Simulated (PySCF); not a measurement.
## Energy of Mn⁺ (manganese, charge +1) between two integer charges

The 4s alpha orbital of [Ar] 3d5 4s1 is emptied in steps (occupation f), with all orbitals relaxed, ending at [Ar] 3d5. Calculation: PySCF 2.14, in x2c-TZVPall (6s5p4d1f, 48 functions); the spin-free X2C one-electron Hamiltonian (Gaussian nucleus). The exact energy is a straight line in f; departures are measured from the line between the end points of the same method.

```tsv
f	BLYP (eV)
1	0.000
0.9	-0.331
0.7	-0.774
0.5	-0.921
0.3	-0.773
0.1	-0.330
0	0.000
```

Question: For BLYP, how does the orbital energy at f = 1 compare with the removal energy?

Answer: −ε = 12.490 eV against a total-energy difference of 16.170 eV. By Janak's theorem ε = ∂E/∂f, so the gap between them reflects the curvature. Along the path −ε is 13.222 (f = 0.9), 14.694 (f = 0.7), 16.173 (f = 0.5), 17.650 (f = 0.3), 19.113 (f = 0.1) eV.

Reference removal energy between the ground levels: 15.640 eV (measured; NIST Atomic Spectra Database, ionization energies).
